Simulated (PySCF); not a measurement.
C5H10O. Atoms are numbered in the order given.

```xyz
16

C      2.6310     0.3846    -0.3540
C      1.4023     0.4107     0.1697
C      0.5589    -0.7957     0.4693
C     -0.6509    -0.9593    -0.4701
C     -1.5540     0.2639    -0.5366
O     -1.9337     0.6177     0.7805
H      3.1268    -0.5614    -0.5983
H      3.1913     1.3024    -0.5534
H      0.9459     1.3800     0.4057
H      1.1774    -1.7068     0.4174
H      0.1767    -0.7156     1.5004
H     -0.3026    -1.1836    -1.4929
H     -1.2463    -1.8247    -0.1330
H     -2.4369     0.0304    -1.1656
H     -1.0151     1.0950    -1.0349
H     -2.4719     1.4173     0.7413
```

Geometry optimised at B3LYP-D3(BJ)/def2-SVP. The values are those of a single conformer.

These are PBE/def2-TZVP in PySCF values and carry that method's errors.

Atomic charges (e):

| atom | Mulliken | IAO |
|---|---|---|
| C1 | -0.27 | -0.33 |
| C2 | -0.15 | -0.13 |
| C3 | -0.11 | -0.27 |
| C4 | -0.13 | -0.26 |
| C5 | -0.12 | -0.06 |
| O6 | -0.42 | -0.55 |
| H7 | 0.10 | 0.14 |
| H8 | 0.11 | 0.15 |
| H9 | 0.11 | 0.14 |
| H10 | 0.10 | 0.14 |
| H11 | 0.11 | 0.16 |
| H12 | 0.09 | 0.14 |
| H13 | 0.09 | 0.14 |
| H14 | 0.09 | 0.12 |
| H15 | 0.10 | 0.12 |
| H16 | 0.29 | 0.36 |

Computed Mayer and Wiberg (Löwdin basis) orders of the bonds:
| bond | Mayer | Wiberg |
|---|---|---|
| C1–C2 | 1.96 | 2.18 |
| C2–C3 | 1.01 | 1.24 |
| C3–C4 | 1.00 | 1.20 |
| C4–C5 | 1.02 | 1.26 |
| C5–O6 | 1.09 | 1.59 |
| C1–H7 | 0.95 | 0.89 |
| C1–H8 | 0.95 | 0.89 |
| C2–H9 | 0.95 | 0.82 |
| C3–H10 | 0.95 | 0.83 |
| C3–H11 | 0.94 | 0.82 |
| C4–H12 | 0.94 | 0.84 |
| C4–H13 | 0.94 | 0.84 |
| C5–H14 | 0.94 | 0.88 |
| C5–H15 | 0.96 | 0.87 |
| O6–H16 | 0.90 | 1.03 |
